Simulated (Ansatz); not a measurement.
Cartesian coordinates in Å:
```
F -0.053 -1.819 -1.295
C 0.155 -0.702 -0.547
S 1.199 -0.978 0.905
Al 1.100 1.056 -0.344
Si -1.169 0.574 -0.052
H 0.360 -1.004 1.977
H 2.448 1.809 -0.654
H -2.106 0.782 -1.188
H -1.935 0.281 1.199
```

Total charge 0; spin multiplicity 1. The bonds changed during the relaxation, so this is another structure than the one it started from.

(1) List the r2SCAN/def2-TZVPP orbital energies in eV (Ansatz 0.2.0). (An estimate is asked.)

Answers

(1) Ansatz gave: Occupied: -2410.51, -1790.87, -1517.35, -666.35, -275.57, -214.88, -158.96, -158.85, -158.78, -141.34, -110.85, -96.22, -96.18, -96.17, -71.13, -71.03, -70.94, -31.85, -21.16, -16.54, -14.00, -13.18, -11.61, -11.18, -10.39, -9.72, -9.07, -8.26, -7.79, -6.17, -5.79. Lowest empty: -1.43, -1.35, -0.87, -0.29, 0.31, 0.58, 1.20, 1.34.
